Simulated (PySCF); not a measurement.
**Running PySCF for Xe**

The script input.py:

```python
from pyscf import gto, dft

mol = gto.M(
    atom='Xe 0 0 0',
    basis='jorge-dzp',
    charge=0,
    spin=0,
    verbose=4,
)
mf = dft.UKS(mol, xc='o3lyp')
mf.kernel()
mf.analyze()
print('orbital energies (hartree):', [e[max(0, n-3):n+3].round(4) for e, n in zip(mf.mo_energy, mol.nelec)])
```

```bash
$ OMP_NUM_THREADS=1 python input.py
```

Output (some set-up lines and the per-cycle HOMO/LUMO lines with their warnings removed):

```
PySCF version 2.14.0

[INPUT] Symbol           X                Y                Z      unit          X                Y                Z       unit  Magmom
[INPUT]  1 Xe     0.000000000000   0.000000000000   0.000000000000 AA    0.000000000000   0.000000000000   0.000000000000 Bohr   0.0

nuclear repulsion = 0
number of shells = 18
number of NR pGTOs = 111
number of NR cGTOs = 48
basis = jorge-dzp
ecp = {}

******** <class 'pyscf.dft.uks.UKS'> ********
method = UKS
initial guess = minao
damping factor = 0
level_shift factor = 0
DIIS = <class 'pyscf.scf.diis.CDIIS'>
SCF conv_tol = 1e-09
SCF max_cycles = 50
number electrons alpha = 27  beta = 27
XC functionals = o3lyp
    W.-M. Hoe, A. J. Cohen, and N. C. Handy.,  Chem. Phys. Lett. 341, 319–328 (2001)

grids dens level: 3
tot grids = 19888
init E= -7179.80847813944
cycle= 1 E= -7229.51677818497  delta_E= -49.7  |g|= 3.35  |ddm|= 2.77
cycle= 2 E= -7229.58149507754  delta_E= -0.0647  |g|= 0.214  |ddm|= 1.37
cycle= 3 E= -7229.58692884854  delta_E= -0.00543  |g|= 0.0438  |ddm|= 0.52
cycle= 4 E= -7229.58776191621  delta_E= -0.000833  |g|= 0.00853  |ddm|= 0.165
cycle= 5 E= -7229.58777921879  delta_E= -1.73e-05  |g|= 0.000122  |ddm|= 0.0192
cycle= 6 E= -7229.58777922951  delta_E= -1.07e-08  |g|= 2.24e-06  |ddm|= 0.000516
cycle= 7 E= -7229.58777922952  delta_E= -8.19e-12  |g|= 7.78e-08  |ddm|= 1.25e-05
Extra cycle  E= -7229.58777922952  delta_E= 1.82e-12  |g|= 4.26e-08  |ddm|= 5e-07
converged SCF energy = -7229.58777922952  <S^2> = -7.1054274e-15  2S+1 = 1
**** SCF Summaries ****
Total Energy =                       -7229.587779229519583
Nuclear Repulsion Energy =               0.000000000000000
One-electron Energy =                -9860.808054548730070
Two-electron Energy =                 2631.220275319210941
Two-electron Coulomb Energy =         2812.472979339424001
DFT Exchange-Correlation Energy =     -181.252704020213116
**** MO energy ****
                             alpha | beta                alpha | beta
[16 lines left out]
MO #17  energy= -5.87172438205124  | -5.87172438205108  occ= 1 | 1
MO #18  energy= -5.87172438205003  | -5.87172438205021  occ= 1 | 1
MO #19  energy= -2.20219466236204  | -2.20219466236234  occ= 1 | 1
MO #20  energy= -2.20219466236172  | -2.20219466236183  occ= 1 | 1
MO #21  energy= -2.20219466236171  | -2.20219466236158  occ= 1 | 1
MO #22  energy= -2.2021946623608   | -2.20219466236055  occ= 1 | 1
MO #23  energy= -2.20219466236053  | -2.20219466236047  occ= 1 | 1
MO #24  energy= -0.765286983676719 | -0.765286983676818 occ= 1 | 1
MO #25  energy= -0.324628771899672 | -0.324628771899698 occ= 1 | 1
MO #26  energy= -0.324628771899624 | -0.324628771899691 occ= 1 | 1
MO #27  energy= -0.324628771899032 | -0.324628771899429 occ= 1 | 1
MO #28  energy= 0.19906865137546   | 0.199068651375524  occ= 0 | 0
MO #29  energy= 0.199068651376446  | 0.199068651376278  occ= 0 | 0
MO #30  energy= 0.199068651376587  | 0.199068651376449  occ= 0 | 0
[18 lines left out]

To work with the spin densities directly, `use mulliken_meta_spin()` only printing them here.

 ** Mulliken spin pop alpha/beta on meta-lowdin orthogonal AOs **
 ** Mulliken Spin Density (per AO)  **
 ** Mulliken Spin Density (per atom)  **
spin density of  0 Xe =     -0.00000
 ** Mulliken pop alpha/beta on meta-lowdin orthogonal AOs **
 ** Mulliken pop       alpha | beta **
pop of  0 Xe 1s        0.99574 | 0.99574
pop of  0 Xe 2s        0.99537 | 0.99537
pop of  0 Xe 3s        0.99624 | 0.99624
pop of  0 Xe 4s        0.99840 | 0.99840
pop of  0 Xe 5s        0.99940 | 0.99940
pop of  0 Xe 6s        0.00092 | 0.00092
pop of  0 Xe 7s        0.00163 | 0.00163
pop of  0 Xe 8s        0.01230 | 0.01230
pop of  0 Xe 2px       0.99964 | 0.99964
pop of  0 Xe 2py       0.99964 | 0.99964
pop of  0 Xe 2pz       0.99964 | 0.99964
pop of  0 Xe 3px       0.99943 | 0.99943
[36 lines left out]
In total            27.00000 | 27.00000
 ** Mulliken atomic charges   ( Nelec_alpha | Nelec_beta ) **
charge of  0Xe =      0.00000  (    27.00000     27.00000 )
Dipole moment(X, Y, Z, Debye):  0.00000,  0.00000, -0.00000
orbital energies (hartree): [array([-0.3246, -0.3246, -0.3246,  0.1991,  0.1991,  0.1991]), array([-0.3246, -0.3246, -0.3246,  0.1991,  0.1991,  0.1991])]
```

In short: E(SCF) = -7229.587779 Eh, 7 cycles.

Run time: 1.8 s on 1 thread of Intel Xeon Platinum 8488C (shared host), peak memory 0.16 GiB.

No relativity is included for the heavy element. No search for the lowest solution was made.
